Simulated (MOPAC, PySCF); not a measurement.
[Zn(Br)2], neutral singlet in the gas phase. 

Cartesian coordinates (Å):
```xyz
3

Zn     0.0000     0.0000     0.0000
Br     2.0036    -0.9686     0.2169
Br    -2.0036     0.9686    -0.2169
```
Charge 0, spin multiplicity 1.

All levels are single points at this geometry (BP86-D3(BJ)/def2-SVP); Pople sets use spherical d functions. Orbital energies aren't observables, and empty levels follow the basis.

```
level                                   HOMO (eV)  LUMO (eV)  gap (eV)  dipole (D)  vertical IE, Delta-SCF (eV)
--------------------------------------  ---------  ---------  --------  ----------  ---------------------------
B3LYP-D3(BJ)/def2-TZVP in PySCF             -8.30      -2.17      6.13        0.00                            –
TPSSh-D3(BJ)/def2-TZVP in PySCF             -7.90      -2.23      5.67        0.00                            –
M06-2X/6-31G* (LANL2DZ on Zn) in PySCF      -9.81      -1.48      8.34        0.00                            –
PBE/6-31G* (LANL2DZ on Zn) in PySCF         -7.31      -2.81      4.50        0.00                            –
HF/3-21G in PySCF                          -11.12       1.06     12.17        0.00                            –
HF/STO-3G in PySCF                          -5.34       4.56      9.90        0.00                            –
AM1 in MOPAC                               -11.22      -1.51      9.71        0.00                            –
PM3 in MOPAC                               -12.16      -3.18      8.98        0.00                            –
PM6 in MOPAC                               -11.06      -0.98     10.08        0.00                            –
```
